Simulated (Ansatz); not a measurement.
C$_{2}$H$_{8}$AlBS. Total charge 0; spin multiplicity 1. The bonds changed during the relaxation, so this is another structure than the one it started from.

Z-matrix (Å, degrees):
```
Al
S 1 2.395
C 1 2.095 2 47.6
B 1 2.541 2 71.5 3 -31.0
H 1 1.581 2 109.2 3 98.2
H 1 1.577 2 109.9 3 -119.1
H 2 1.345 1 94.5 3 96.3
C 3 1.506 1 113.7 2 105.8
H 4 1.199 1 119.8 2 146.3
H 4 1.200 1 91.9 2 -86.5
H 8 1.095 3 113.5 1 -31.3
H 8 1.091 3 109.0 1 89.1
H 8 1.094 3 110.4 1 -152.2
```

**Question.** What are the harmonic wavenumbers in cm⁻¹ at PBE0-D4/def2-TZVP (Ansatz, finite differences of forces, unscaled)? (Estimate.)

**Answer.** Ansatz gave: 165, 205, 221, 276, 308, 322, 348, 425, 512, 540, 555, 569, 579, 744, 824, 837, 923, 957, 1060, 1094, 1185, 1387, 1404, 1472, 1488, 1938, 1959, 2556, 2634, 2696, 3034, 3093, 3138.

**Question.** Is this a minimum?

**Answer.** Yes, all 33 modes are real.

**Question.** Give the ideal-gas thermochemistry at 298.15 K and 1 bar (rigid rotor, harmonic oscillator; point group C1, symmetry number 1).

**Answer.** Zero-point energy 236.0 kJ/mol; H(298) − E = 258.9 kJ/mol; entropy 349.0 J/(mol·K), of which translation 166.5, rotation 112.9, vibration 69.6; G(298) − E = 154.9 kJ/mol.

**Question.** And at 400, 500, 600, 800 and 1000 K?

**Answer.** 
```json
{"T (K)": "400", "H − E (kJ/mol)": "273.7", "S (J/mol/K)": "391.4", "G − E (kJ/mol)": "117.1"}
{"T (K)": "500", "H − E (kJ/mol)": "290.6", "S (J/mol/K)": "429.0", "G − E (kJ/mol)": "76.1"}
{"T (K)": "600", "H − E (kJ/mol)": "309.4", "S (J/mol/K)": "463.2", "G − E (kJ/mol)": "31.4"}
{"T (K)": "800", "H − E (kJ/mol)": "351.5", "S (J/mol/K)": "523.6", "G − E (kJ/mol)": "-67.4"}
{"T (K)": "1000", "H − E (kJ/mol)": "398.1", "S (J/mol/K)": "575.5", "G − E (kJ/mol)": "-177.4"}
```
